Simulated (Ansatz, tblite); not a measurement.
Removing and adding an electron: Ca₄O₆H₄, a hydroxylated oxide cluster. Total charge 0; singlet. Geometry: B3LYP-D4/def2-SVP. Ansatz, gas phase; energy differences of separate SCF runs; the oxidised species was run as a doublet alone; the reduced species was run as a doublet alone.

Cartesian coordinates in Å:
```
Ca 0.3393 0.9124 -1.6837
Ca -1.1126 2.4272 0.6575
Ca 0.4404 -0.3627 1.4638
Ca -1.5740 -1.6022 -0.7342
O -0.4968 -2.4312 1.0118
O -0.7105 -1.0024 -2.6373
O 1.8404 -0.0465 -0.2193
O -1.1264 0.2772 0.0570
O 0.0146 1.5878 2.4833
O -0.1599 2.8397 -1.0784
H -0.1994 -3.3063 1.2843
H -0.5191 -1.3751 -3.5044
H 2.8001 0.0051 -0.2818
H 0.4641 2.0770 3.1814
```

The xTB rows come from tblite. HOMO above LUMO, or a gap near zero within one spin, warns that the state may not be the lowest or that an electron is smeared out.

| level | −HOMO (eV) | vertical IE (eV) | −LUMO (eV) | vertical EA (eV) | HOMO–LUMO gap (eV) | IE − EA (eV) | remarks |
| --- | --- | --- | --- | --- | --- | --- | --- |
| GFN1-xTB | 7.31 | 10.13 | 4.96 | 3.07 | 2.34 | 7.05 | – |
| GFN2-xTB | 10.13 | 12.70 | 9.43 | 6.96 | 0.69 | 5.74 | – |
| PBE-D4/def2-SVP | 3.10 | 6.22 | 1.50 | 0.26 | 1.60 | 5.96 | HOMO above zero (-1 doublet), gap within one spin near zero (+1 doublet) |
| PBE0-D4/def2-SVP | 4.23 | 6.01 | 0.96 | 0.15 | 3.28 | 5.86 | HOMO above zero (-1 doublet) |

   A HOMO above zero means that the electron is unbound at that level or that self-interaction error raises the level; the energy of removing that electron tells which. Raw xTB energy differences between charge states are shifted by several eV; the methods need an empirical correction for them. Sets without diffuse functions give affinities that are too small.
